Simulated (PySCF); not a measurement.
Constitutional and geometric isomers with formula C2H3NSi. All species are isolated molecules in the gas phase. Strings in code marks are SMILES.

Level of theory: B3LYP-D3(BJ)/def2-TZVP (PySCF). B3LYP has the VWN-RPA correlation part, as in Gaussian. Excitations are Tamm–Dancoff values on a coarser integration grid. The basis has no diffuse functions, so Rydberg states are missing or too high.

```
species            HOMO (eV)  brightest of the four lowest singlets (TDA) (eV)  T1 excitation (TDA) (eV)  dipole moment (D)  HOMO–LUMO gap (eV)
-----------------  ---------  ------------------------------------------------  ------------------------  -----------------  ------------------
`C=[si]1cn1`           -6.36                                                 –                      2.90               1.76                4.63
`C=[SiH]C#N`           -7.07                                              5.15                      2.45               3.14                4.60
`N=[si]1cc1`           -7.06                                                 –                      4.16               3.23                5.77
`[H]/N=[SiH]/C#C`      -7.34                                              5.12                      3.08               2.62                5.19
```
